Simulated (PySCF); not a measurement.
## UHF on I⁺ (iodine, charge +1)

Configuration: [Kr] 4d10 5s1 5p5, high-spin 3P determinant (an excited configuration). Computed with PySCF 2.14 in aug-cc-pwCVDZ-PP with ECP28MDF (6s5p4d1f, 48 functions), with a scalar-relativistic core potential.

- Total energy: -293.860142 hartree
- One-electron energy: -503.5048 hartree
- Hartree (Coulomb) energy: 230.3327 hartree
- Exchange energy: -20.6881 hartree
- ⟨S²⟩: 2.0151
- ⟨L²⟩: 2.007
- Sum of ⟨r⟩: 29.36 bohr
- Sum of ⟨r²⟩: 51.04 bohr²
- Traceless quadrupole moment −½Σ⟨3z² − r²⟩ along its main axis: 2.62 e·bohr²

```
shell  electrons  mean orbital energy (hartree)  spread (hartree)  rms radius, mean of both spins (bohr)
 4s α          1                       -8.16937                 0                                  0.796
 4s β          1                       -8.13521                 0                                  0.796
 4p α          3                       -5.99300           0.02311                                  0.852
 4p β          3                       -5.97058           0.00395                                  0.852
 4d α          5                       -2.71702           0.02508                                  0.995
 4d β          5                       -2.69669           0.01415                                  0.995
 5s α          1                       -1.32580                 0                                   2.06
 5p α          3                       -0.78434           0.05464                                   2.50
 5p β          2                       -0.63643                 0                                   2.50
```

Energies and moments cover only the electrons outside the core potential.
